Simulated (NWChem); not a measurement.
Molecule: C2H8OSi3; SMILES C1[SiH2]O[SiH2]C=1[SiH3]

```xyz
14

Si    -0.2355    -2.6202     0.0000
C     -0.1493    -0.7453     0.0000
C     -1.2608     0.0331     0.0000
Si    -0.9181     1.8889     0.0000
O      0.7570     1.8428     0.0000
Si     1.4233     0.3039     0.0000
H      0.4554    -3.1725    -1.2065
H     -1.6635    -3.0612     0.0000
H      0.4554    -3.1725     1.2065
H     -2.2659    -0.4141     0.0000
H     -1.4403     2.5837     1.2128
H     -1.4403     2.5837    -1.2128
H      2.2643     0.0836    -1.2127
H      2.2643     0.0836     1.2127
```
Atoms are numbered in this order, from 1.

Program: NWChem. All runs use the structure optimised with PBE0/def2-SVP.

Question: Among these, which level gives the highest value of “dipole (D)”?
A) Hartree-Fock/aug-cc-pVDZ
B) Hartree-Fock/cc-pVTZ
C) Hartree-Fock/cc-pVDZ

Answer: C, Hartree-Fock/cc-pVDZ. Values: Hartree-Fock/cc-pVTZ 1.20; Hartree-Fock/aug-cc-pVDZ 1.23; Hartree-Fock/cc-pVDZ 1.36
